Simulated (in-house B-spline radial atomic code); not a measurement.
The numbers below are computed, except where a source is named.
# Softness against transferability: the 3s channel of Ni

Ni, [Ar] 3d8 4s2, non-relativistic PBE, spherical and spin-unpolarised, from an all-electron radial atomic-structure program (B-spline basis) (atomic units). The all-electron 3s level is ε = -3.970797 hartree, its outermost node lies just inside 0.31 bohr and its outer maximum at 0.65 bohr.

Troullier-Martins pseudo-orbitals are made for several radii. The cutoffs (hartree) are the plane-wave energies beyond which the orbital holds less than the named kinetic energy per electron. The phase error is the difference, pseudo minus all-electron, of arctan(R P'/P) at R = 1.21 bohr for all radii, half a hartree below and above the level.

```json
{"r_c (bohr)": "0.49", "V_l(0) (hartree)": "-58.02", "cutoff for 10 mEh": "235", "for 1 mEh": "> 450", "for 0.1 mEh": "> 450", "phase error at ε − 0.5 (mrad)": "-3.4", "at ε + 0.5 (mrad)": "-0.6"}
{"r_c (bohr)": "0.56", "V_l(0) (hartree)": "-9.60", "cutoff for 10 mEh": "134", "for 1 mEh": "329", "for 0.1 mEh": "> 450", "phase error at ε − 0.5 (mrad)": "-1.7", "at ε + 0.5 (mrad)": "-0.3"}
{"r_c (bohr)": "0.65", "V_l(0) (hartree)": "10.81", "cutoff for 10 mEh": "93.6", "for 1 mEh": "133", "for 0.1 mEh": "233", "phase error at ε − 0.5 (mrad)": "-1.3", "at ε + 0.5 (mrad)": "-0.2"}
{"r_c (bohr)": "0.73", "V_l(0) (hartree)": "9.62", "cutoff for 10 mEh": "90.9", "for 1 mEh": "129", "for 0.1 mEh": "225", "phase error at ε − 0.5 (mrad)": "-1.3", "at ε + 0.5 (mrad)": "-0.2"}
{"r_c (bohr)": "0.82", "V_l(0) (hartree)": "4.29", "cutoff for 10 mEh": "78.9", "for 1 mEh": "112", "for 0.1 mEh": "192", "phase error at ε − 0.5 (mrad)": "-2.3", "at ε + 0.5 (mrad)": "-0.4"}
{"r_c (bohr)": "0.91", "V_l(0) (hartree)": "0.04", "cutoff for 10 mEh": "60.1", "for 1 mEh": "93.6", "for 0.1 mEh": "158", "phase error at ε − 0.5 (mrad)": "-4.4", "at ε + 0.5 (mrad)": "-0.7"}
```

**Question.** Which radius needs the lowest cutoff for 1 mEh while both phase errors stay within 2.4 mrad?

**Answer.** The radii within that limit are 0.56, 0.65, 0.73, 0.82 bohr; of these r_c = 0.82 needs the least, 112 hartree, that is 224 Ry or 3048 eV.
